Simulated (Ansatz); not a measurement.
`CO[SiH]([SiH3])Cl` + CH₄ → `CO[SiH](C)[SiH3]` + HCl  (formal exchange of groups at the Si–Cl bond)

Isolated molecules relaxed with PBE0-D4/def2-TZVP in Ansatz; ΔE leaves out vibrations. CBS: MP2 limit from def2 TZ/QZ plus the TZ coupled-cluster correction, frozen cores. This one scheme is used for every species. DFT in def2-TZVPP. B3LYP here is the variant with VWN-RPA as its local correlation; programs differ in this. One conformer a species, not always the lowest.

| level | ΔE (kJ/mol) | difference from CCSD(T)/CBS |
| --- | --- | --- |
| PBE-D4 | 113.4 | -2.2 |
| r2SCAN-D4 | 118.6 | 3.0 |
| PBE0-D4 | 114.3 | -1.3 |
| B3LYP-D4 | 118.3 | 2.7 |
| ωB97X-V | 115.8 | 0.2 |
| ωB97M-V | 116.3 | 0.7 |
| B2PLYP | 119.0 | 3.4 |
| PBE | 114.2 | -1.4 |
| r2SCAN | 119.1 | 3.5 |
| PBE0 | 115.0 | -0.6 |
| B3LYP | 119.0 | 3.4 |
| HF/def2-TZVPP | 125.2 | 9.6 |
| MP2/def2-TZVPP | 117.2 | 1.6 |
| SCS-MP2/def2-TZVPP | 117.0 | 1.4 |
| CCSD/def2-TZVPP | 111.8 | -3.8 |
| CCSD(T)/def2-TZVPP | 111.5 | -4.1 |
| HF/def2-QZVPP | 125.3 | 9.7 |
| MP2/def2-QZVPP | 119.5 | 3.9 |
| SCS-MP2/def2-QZVPP | 119.3 | 3.7 |
| HF/CBS(def2) | 125.3 | 9.7 |
| MP2/CBS(def2) | 121.2 | 5.6 |
| CCSD/CBS(def2) | 115.9 | 0.3 |
| CCSD(T)/CBS | 115.6 | 0 |

Largest T1 diagnostic among the species: 0.012.

In def2-TZVPP, CCSD(T) changes the Hartree–Fock value by −13.7 kJ/mol (the triples alone add −0.3 kJ/mol) and MP2 by −8.0 kJ/mol.
